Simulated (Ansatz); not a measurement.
Consider the substitution at a C–B bond: `CBS[SiH2]C` + `[OH][SnH2][Br]` → `C[O][SnH2][Br]` + `BS[SiH2]C`.

Program: Ansatz. Geometries: PBE0-D4/def2-TZVP. ΔE: electronic, gas phase. CCSD(T)/CBS adds triple-zeta CCSD(T) − MP2 to the extrapolated MP2 energy (def2 sets, frozen cores). Functionals use def2-TZVPP. HSE06 is defined as in plane-wave codes. def2 core potentials past Kr. For Br, Sn outer-core shells are correlated without core-valence functions, which leaves a few kJ/mol of doubt a bond. Scalar relativity is left out up to krypton. Each species was taken in one conformer, which may not be the lowest.

Task: Is it downhill or uphill in electronic energy at CCSD(T)/CBS, and by how much? (Estimate.)

Result: Computed: Uphill: ΔE = +106.5 kJ/mol.

Task: What do these levels give: LDA (SPW92), revPBE-D4, PBE0-D4, r2SCAN, HSE06, MP2/def2-SVP? (An estimate is asked.)

Result: The calculation gave: LDA (SPW92) 112.4, revPBE-D4 106.2, PBE0-D4 109.7, r2SCAN 109.6, HSE06 109.5, MP2/def2-SVP 101.5 kJ/mol.

Largest T1 diagnostic among the species: 0.013.

In def2-TZVPP, CCSD(T) changes the Hartree–Fock value by +9.5 kJ/mol (the triples alone add +0.4 kJ/mol) and MP2 by +15.9 kJ/mol. At CCSD(T), def2-SVP lies −13.6 kJ/mol from the extrapolated value and def2-TZVPP −2.1 kJ/mol.
